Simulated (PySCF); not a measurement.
PySCF input file for C2BrCl3, SMILES ClC(Cl)=C(Cl)Br, PBE-D3(BJ)/def2-SVP. The structure is a stationary point at PBE-D3(BJ)/def2-SVP.

```python
import numpy as np
from pyscf import gto, scf, dft, df
from pyscf.hessian import thermo

mol = gto.M(
    atom='''
    Cl    2.02690160   -0.96298832    0.00000000
    C     0.30287176   -1.00674344    0.00000000
    Cl   -0.40712072   -2.58112580    0.00000000
    C    -0.46211012    0.12261370    0.00000000
    Cl   -2.18356353    0.05334984    0.00000000
    Br    0.30113529    1.84707918    0.00000000
    ''',
    basis='def2-SVP',
    charge=0,
    spin=0,
    max_memory=1600,
    verbose=3,
)
mf = dft.RKS(mol, xc='pbe').density_fit(auxbasis='def2-universal-jkfit')
mf.disp = 'd3bj'
mf.grids.level = 3
mf.conv_tol = 1e-11
mf.max_cycle = 100
mf.kernel()

# [left out here: the lines that compute and print the analytic Hessian (its translational invariance restored by hand, since the grid's response is missing), thermochemistry and intensities]
```

It prints:

```
converged SCF energy = -4029.0969325646

WARN: DFTD3 does not support analytical Hessian, using finite difference


WARN: Mole.unit (angstrom) is changed to Bohr

Mode                                 0                   1                   2
Irrep
Freq [cm^-1]                       84.9663            149.9328            210.4428
Reduced mass [au]                  37.4961             38.2187             36.7137
Force const [Dyne/A]                0.1595              0.5062              0.9580
Char temp [K]                     122.2476            215.7199            302.7803
Normal mode                   x     y     z       x     y     z       x     y     z
       0  Cl                -0.00  0.00 -0.09   -0.04  0.10  0.00    0.01 -0.05  0.00
       1   C                -0.00 -0.00 -0.01   -0.04  0.00  0.00    0.00 -0.03  0.00
       2  Cl                 0.00 -0.00  0.10    0.04 -0.03 -0.00    0.07 -0.06 -0.00
       3   C                -0.00 -0.00 -0.02   -0.05 -0.01  0.00    0.01 -0.02  0.00
       4  Cl                -0.00  0.00 -0.09   -0.05  0.04  0.00    0.00  0.12  0.00
       5  Br                 0.00 -0.00  0.04    0.04 -0.05 -0.00   -0.04  0.00 -0.00
Mode                                 3                   4                   5
Irrep
Freq [cm^-1]                      261.0372            267.6330            308.6196
Reduced mass [au]                  39.3322             13.1903             30.5462
Force const [Dyne/A]                1.5791              0.5567              1.7142
Char temp [K]                     375.5744            385.0643            444.0349
Normal mode                   x     y     z       x     y     z       x     y     z
       0  Cl                -0.07 -0.04  0.00    0.00  0.00 -0.03    0.03 -0.06 -0.00
       1   C                -0.05  0.01  0.00    0.00 -0.00  0.18    0.01  0.07  0.00
       2  Cl                 0.06 -0.05 -0.00   -0.00 -0.00 -0.03    0.06  0.09  0.00
       3   C                -0.04  0.03  0.00    0.00 -0.00  0.20   -0.05  0.03  0.00
       4  Cl                -0.04 -0.05  0.00    0.00 -0.00 -0.04   -0.08 -0.00 -0.00
       5  Br                 0.04  0.06 -0.00   -0.00  0.00 -0.01    0.00 -0.03  0.00
Mode                                 6                   7                   8
Irrep
Freq [cm^-1]                      412.0144            481.1234            731.1247
Reduced mass [au]                  34.0612             12.2351             14.3665
Force const [Dyne/A]                3.4067              1.6687              4.5246
Char temp [K]                     592.7970            692.2295           1051.9257
Normal mode                   x     y     z       x     y     z       x     y     z
       0  Cl                -0.11 -0.01 -0.00   -0.00 -0.00 -0.02   -0.04  0.01  0.00
       1   C                -0.03  0.03 -0.00   -0.00 -0.00  0.21    0.07 -0.15 -0.00
       2  Cl                 0.04  0.05  0.00    0.00  0.00 -0.02    0.02  0.06  0.00
       3   C                 0.02  0.03  0.00   -0.00  0.00 -0.19    0.05 -0.18  0.00
       4  Cl                 0.09 -0.00 -0.00   -0.00 -0.00  0.01   -0.03  0.01  0.00
       5  Br                -0.01 -0.02  0.00   -0.00 -0.00  0.01    0.01  0.02 -0.00
Mode                                 9                  10                  11
Irrep
Freq [cm^-1]                      864.3697            943.8269           1564.3930
Reduced mass [au]                  13.7310             12.6219             12.0493
Force const [Dyne/A]                6.0444              6.6246             17.3741
Char temp [K]                    1243.6356           1357.9568           2250.8132
Normal mode                   x     y     z       x     y     z       x     y     z
       0  Cl                 0.04 -0.00  0.00    0.03  0.01  0.00   -0.01  0.00  0.00
       1   C                -0.13 -0.04 -0.00   -0.19 -0.14 -0.00    0.12 -0.17 -0.00
       2  Cl                 0.01  0.02  0.00    0.02  0.02  0.00    0.00  0.01  0.00
       3   C                -0.20 -0.09 -0.00    0.13  0.08  0.00   -0.12  0.16 -0.00
       4  Cl                 0.05  0.00  0.00   -0.02 -0.01 -0.00    0.01 -0.00  0.00
       5  Br                 0.00  0.01  0.00   -0.00 -0.00  0.00   -0.00 -0.00 -0.00
temperature 298.1500 [K]
pressure 101325.00 [Pa]
Rotational constants [GHz] 1.52516 0.91331 0.57124
Symmetry number 1
Zero-point energy (ZPE) 0.01431 [Eh]   37559.654 [J/mol]
                           tot       elec      trans        rot        vib
Entropy [J/mol/K]       366.604      0.000    175.450    127.112     64.042
Cv [J/mol/K]             89.298      0.000     12.472     12.472     64.354
Cp [J/mol/K]             97.612      0.000     20.786     12.472     64.354
Internal energy [J/mol]                      3718.434   3718.434  48174.345
Internal energy [Eh]   -4029.07575  -4029.09693
Enthalpy [J/mol]                             6197.391   3718.434  48174.345
Enthalpy [Eh]          -4029.07481
Gibbs free energy [J/mol]                  -46112.928 -34180.088  29080.081
Gibbs free energy [Eh] -4029.11644
mode   freq/cm-1   IR/(km/mol)
   1       84.97         0.004
   2      149.93         0.543
   3      210.44         0.237
   4      261.04         0.028
   5      267.63         1.552
   6      308.62         0.092
   7      412.01         0.108
   8      481.12         0.065
   9      731.12        70.855
  10      864.37       186.978
  11      943.83         9.392
  12     1564.39         2.666
max |gradient| / (hartree/bohr): 2.3999994943488517e-05
APT charges: [-0.2588  0.5299 -0.2766  0.4538 -0.2721 -0.1761]
```

The calculation finished and met its thresholds.

Cost: around 90 core-seconds (rough).
